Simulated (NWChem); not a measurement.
Species: SiH2F2; SMILES F[SiH2]F

Computed with NWChem. Structure relaxed at the PBE-D3(BJ)/def2-SVP level. Ions are spin-unrestricted doublets at the neutral geometry; other ion states weren't tried.

Problem. Predict the results for PBE/def2-TZVP. Quantities: vertical ionisation energy, ΔSCF (eV); −ε(HOMO) (eV).

Solution. 
- vertical ionisation energy, ΔSCF (eV) = 12.17
- −ε(HOMO) (eV) = 8.44
